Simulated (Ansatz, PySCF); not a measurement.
Process, species as SMILES: NB(Cl)Cl -> Cl[B]Cl + [NH2] (NH2) (the B-N bond at the site shown breaks; other sites are not compared here)
Geometries: B3LYP-D3(BJ)/def2-TZVP minima from Ansatz (a first-principles code), one conformer each, not searched for the lowest.

Quantity: bond dissociation energy (enthalpy at 298 K, with B3LYP-D3(BJ) rigid-rotor harmonic-oscillator terms from PySCF), in kcal/mol. Cores are frozen in the correlated levels unless marked. UHF or UKS for open shells. No spin-orbit coupling. Non-relativistic. CBS marks a two-point X^-3 extrapolation of the correlation energy; Hartree-Fock from the larger set.

```
level                                        program  bond dissociation energy (kcal/mol)
------------------------------------  --------------  -----------------------------------
PBE0/def2-TZVPD                               Ansatz                                131.1
CAM-B3LYP-D3(BJ)/def2-TZVPD           Ansatz + dftd3                                133.6
wB97X-V/def2-TZVPD                            Ansatz                                135.3
B2PLYP-D4/def2-TZVPD                  Ansatz + dftd4                                132.8
CCSD/cc-pV(D+d)Z                              Ansatz                                127.4
CCSD(T)/cc-pV(D+d)Z                           Ansatz                                128.6
CCSD(T)/CBS(cc-pV(T+d)Z,cc-pV(Q+d)Z)          Ansatz                                135.8
```
